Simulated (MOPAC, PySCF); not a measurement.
Energy landscape of CH4B (anion, charge -1), singlet: twist about the double or partial double bond, both ends planar. Scanned: twist about the central bond. Other coordinates (C-B length, H-C-B angle, H-B-C angle, C-H length, B-H length) were minimised at PBE0/def2-TZVP.

Levels: AM1, restricted, heats of formation (MOPAC); PM6, restricted, heats of formation (MOPAC); RMP2/3-21G = restricted MP2 (frozen core)/3-21G run with PySCF; CCSD(T) on UHF/aug-cc-pVDZ, 2 core orbitals frozen (PySCF).

Energies relative to the lowest point of each profile, in kJ/mol; the last columns give the difference from CCSD(T):

```json
[
 {"at / °": "0", "AM1": "0.0", "PM6": "0.0", "RMP2/3-21G": "0.0", "CCSD(T)": "0.0", "AM1 − CCSD(T)": "0.0", "PM6 − CCSD(T)": "0.0", "RMP2/3-21G − CCSD(T)": "0.0"},
 {"at / °": "7.50", "AM1": "1.5", "PM6": "1.7", "RMP2/3-21G": "2.5", "CCSD(T)": "2.1", "AM1 − CCSD(T)": "-0.6", "PM6 − CCSD(T)": "-0.4", "RMP2/3-21G − CCSD(T)": "0.4"},
 {"at / °": "15", "AM1": "6.3", "PM6": "6.9", "RMP2/3-21G": "9.8", "CCSD(T)": "8.2", "AM1 − CCSD(T)": "-1.9", "PM6 − CCSD(T)": "-1.3", "RMP2/3-21G − CCSD(T)": "1.6"},
 {"at / °": "22.50", "AM1": "14.0", "PM6": "15.5", "RMP2/3-21G": "22.0", "CCSD(T)": "18.4", "AM1 − CCSD(T)": "-4.4", "PM6 − CCSD(T)": "-3.0", "RMP2/3-21G − CCSD(T)": "3.5"},
 {"at / °": "30", "AM1": "24.5", "PM6": "27.4", "RMP2/3-21G": "38.9", "CCSD(T)": "32.5", "AM1 − CCSD(T)": "-8.0", "PM6 − CCSD(T)": "-5.1", "RMP2/3-21G − CCSD(T)": "6.4"},
 {"at / °": "37.50", "AM1": "37.7", "PM6": "42.4", "RMP2/3-21G": "60.4", "CCSD(T)": "50.2", "AM1 − CCSD(T)": "-12.6", "PM6 − CCSD(T)": "-7.8", "RMP2/3-21G − CCSD(T)": "10.2"},
 {"at / °": "45", "AM1": "53.2", "PM6": "60.7", "RMP2/3-21G": "86.3", "CCSD(T)": "71.8", "AM1 − CCSD(T)": "-18.7", "PM6 − CCSD(T)": "-11.1", "RMP2/3-21G − CCSD(T)": "14.5"},
 {"at / °": "52.50", "AM1": "70.5", "PM6": "81.9", "RMP2/3-21G": "116.5", "CCSD(T)": "97.4", "AM1 − CCSD(T)": "-26.9", "PM6 − CCSD(T)": "-15.6", "RMP2/3-21G − CCSD(T)": "19.0"},
 {"at / °": "60", "AM1": "89.1", "PM6": "105.7", "RMP2/3-21G": "150.5", "CCSD(T)": "126.0", "AM1 − CCSD(T)": "-36.9", "PM6 − CCSD(T)": "-20.3", "RMP2/3-21G − CCSD(T)": "24.5"},
 {"at / °": "67.50", "AM1": "107.9", "PM6": "131.6", "RMP2/3-21G": "188.1", "CCSD(T)": "156.9", "AM1 − CCSD(T)": "-49.0", "PM6 − CCSD(T)": "-25.3", "RMP2/3-21G − CCSD(T)": "31.2"},
 {"at / °": "75", "AM1": "125.2", "PM6": "159.1", "RMP2/3-21G": "228.8", "CCSD(T)": "188.8", "AM1 − CCSD(T)": "-63.6", "PM6 − CCSD(T)": "-29.7", "RMP2/3-21G − CCSD(T)": "40.0"},
 {"at / °": "82.50", "AM1": "138.5", "PM6": "187.3", "RMP2/3-21G": "270.6", "CCSD(T)": "218.6", "AM1 − CCSD(T)": "-80.0", "PM6 − CCSD(T)": "-31.3", "RMP2/3-21G − CCSD(T)": "52.1"},
 {"at / °": "90", "AM1": "143.9", "PM6": "215.9", "RMP2/3-21G": "298.1", "CCSD(T)": "256.6", "AM1 − CCSD(T)": "-112.7", "PM6 − CCSD(T)": "-40.7", "RMP2/3-21G − CCSD(T)": "41.5"}
]
```

AM1 is furthest from CCSD(T) at 90 (-112.7 kJ/mol, below); its mean absolute difference over the points is 31.9 kJ/mol.

PM6 is furthest from CCSD(T) at 90 (-40.7 kJ/mol, below); its mean absolute difference over the points is 14.7 kJ/mol.

RMP2/3-21G is furthest from CCSD(T) at 82.50 (52.1 kJ/mol, above); its mean absolute difference over the points is 18.8 kJ/mol.

Near 90° the triplet can lie below this singlet. The unrestricted determinant behind CCSD(T) is spin-contaminated on part of the scan (<S²> up to 1.0, against 0.00 for the pure state).
